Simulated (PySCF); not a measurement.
C$_{6}$H$_{15}$Al, charge +1, doublet, at a GFN2-xTB geometry (such geometries of metal compounds can be far from the true shape) (a state made from the parent by changing its charge; the spin is typed, not shown lowest); DF-TPSS/3-21G run with PySCF.

PySCF was given this input:
```python
from pyscf import gto, scf, dft

mol = gto.Mole()
mol.atom = '''
    Al    0.19661405   -0.05331826    0.17407201
    C     1.68709597    0.39640440   -1.13334327
    C     1.26035733    1.27147328   -2.30272829
    H     2.11377412   -0.55000735   -1.49237019
    H     2.45728312    0.89530478   -0.52521702
    H     0.85716418    2.22648330   -1.96818168
    H     0.52238559    0.77761513   -2.93259019
    H     2.13096368    1.48440644   -2.92774951
    C    -1.80620961   -0.02486463   -0.06557341
    C    -2.24185758    0.35361927   -1.47983326
    H    -2.22899206    0.67950236    0.66572005
    H    -2.18556903   -1.02332334    0.19812894
    H    -1.85925705   -0.34951850   -2.21908317
    H    -1.91414702    1.35746478   -1.74708870
    H    -3.33144673    0.33647946   -1.54397194
    C     0.97063301   -0.60736383    1.98551462
    C    -0.08067415   -1.33021662    2.80574581
    H     1.32020900    0.29992069    2.49113207
    H     1.84107896   -1.24233522    1.77958258
    H    -0.39294165   -2.26153323    2.33450316
    H    -0.95957689   -0.70943876    2.98150980
    H     0.33701914   -1.58219434    3.78404649
'''
mol.basis = '3-21g'
mol.charge = 1
mol.spin = 1
mol.verbose = 4
mol.build()

mf = dft.UKS(mol)
mf.xc = 'tpss'
mf = mf.density_fit(auxbasis='def2-universal-jkfit')
mf.kernel()
```

Output, abridged:

```
PySCF version 2.14.0

[INPUT] verbose = 4
[INPUT] num. atoms = 22
[INPUT] num. electrons = 63
[INPUT] charge = 1
[INPUT] spin (= nelec alpha-beta = 2S) = 1
[INPUT] symmetry False subgroup None
[INPUT] Mole.unit = angstrom
[INPUT] Symbol           X                Y                Z      unit          X                Y                Z       unit  Magmom
[...]
nuclear repulsion = 353.282689937725
number of shells = 67
number of NR pGTOs = 162
number of NR cGTOs = 97
basis = 3-21g
ecp = {}

******** <class 'pyscf.df.df_jk.DFUKS'> ********
method = DFUKS
initial guess = minao
damping factor = 0
level_shift factor = 0
DIIS = <class 'pyscf.scf.diis.CDIIS'>
diis_start_cycle = 1
diis_space = 8
diis_damp = 0
SCF conv_tol = 1e-09
SCF conv_tol_grad = None
SCF max_cycles = 50
direct_scf = False
number electrons alpha = 32  beta = 31
XC library pyscf.dft.libxc version 7.1.2
    S. Lehtola, C. Steigemann, M. J. T. Oliveira, and M. A. L. Marques,  SoftwareX 7, 1–5 (2018)
XC functionals = tpss
    J. Tao, J. P. Perdew, V. N. Staroverov, and G. E. Scuseria,  Phys. Rev. Lett. 91, 146401 (2003)
    J. P. Perdew, J. Tao, V. N. Staroverov, and G. E. Scuseria,  J. Chem. Phys. 120, 6898 (2004)
    J. Tao, J. P. Perdew, V. N. Staroverov, and G. E. Scuseria,  Phys. Rev. Lett. 91, 146401 (2003)
    J. P. Perdew, J. Tao, V. N. Staroverov, and G. E. Scuseria,  J. Chem. Phys. 120, 6898 (2004)
radial grids:
    Treutler-Ahlrichs [JCP 102, 346 (1995); DOI:10.1063/1.469408] (M4) radial grids

becke partition: Becke, JCP 88, 2547 (1988); DOI:10.1063/1.454033
pruning grids: <function nwchem_prune>
grids dens level: 3
symmetrized grids: False
atomic radii adjust function: <function treutler_atomic_radii_adjust>
small_rho_cutoff = 0
Set gradient conv threshold to 3.16228e-05
tot grids = 251008
init E= -477.106423375665

cycle= 1 E= -477.168275630207  delta_E= -0.0619  |g|= 0.393  |ddm|= 2.77
cycle= 2 E= -476.955663614435  delta_E= 0.213  |g|= 0.634  |ddm|= 1.35
cycle= 3 E= -477.218672451572  delta_E= -0.263  |g|= 0.245  |ddm|= 1.19
cycle= 4 E= -477.257804451519  delta_E= -0.0391  |g|= 0.0428  |ddm|= 0.279
cycle= 5 E= -477.202427271052  delta_E= 0.0554  |g|= 0.217  |ddm|= 0.843
cycle= 6 E= -477.222120695928  delta_E= -0.0197  |g|= 0.172  |ddm|= 0.162
cycle= 7 E= -477.21313506912  delta_E= 0.00899  |g|= 0.195  |ddm|= 0.758
cycle= 8 E= -477.25704314341  delta_E= -0.0439  |g|= 0.0557  |ddm|= 0.844
cycle= 9 E= -477.258988454116  delta_E= -0.00195  |g|= 0.0351  |ddm|= 0.103
cycle= 10 E= -477.259706561152  delta_E= -0.000718  |g|= 0.0204  |ddm|= 0.0337
cycle= 11 E= -477.260069082547  delta_E= -0.000363  |g|= 0.00909  |ddm|= 0.0423
cycle= 12 E= -477.260154859312  delta_E= -8.58e-05  |g|= 0.00289  |ddm|= 0.0283
cycle= 13 E= -477.260103652885  delta_E= 5.12e-05  |g|= 0.00717  |ddm|= 0.0324
cycle= 14 E= -477.260157330378  delta_E= -5.37e-05  |g|= 0.0022  |ddm|= 0.0205
cycle= 15 E= -477.260161715825  delta_E= -4.39e-06  |g|= 0.000775  |ddm|= 0.00428
cycle= 16 E= -477.260161538845  delta_E= 1.77e-07  |g|= 0.000796  |ddm|= 0.00125
cycle= 17 E= -477.260162170654  delta_E= -6.32e-07  |g|= 0.000284  |ddm|= 0.00192
cycle= 18 E= -477.260162237506  delta_E= -6.69e-08  |g|= 0.000163  |ddm|= 0.00179
cycle= 19 E= -477.260162267441  delta_E= -2.99e-08  |g|= 2.67e-05  |ddm|= 0.000726
cycle= 20 E= -477.260162267824  delta_E= -3.82e-10  |g|= 1.88e-05  |ddm|= 2.61e-05
Extra cycle  E= -477.260161474242  delta_E= 7.94e-07  |g|= 0.000831  |ddm|= 0.0033
SCF not converged.
SCF energy = -477.260161474242 after 50 cycles  <S^2> = 0.75354502  2S+1 = 2.0035419
```

Convergence was not reached.
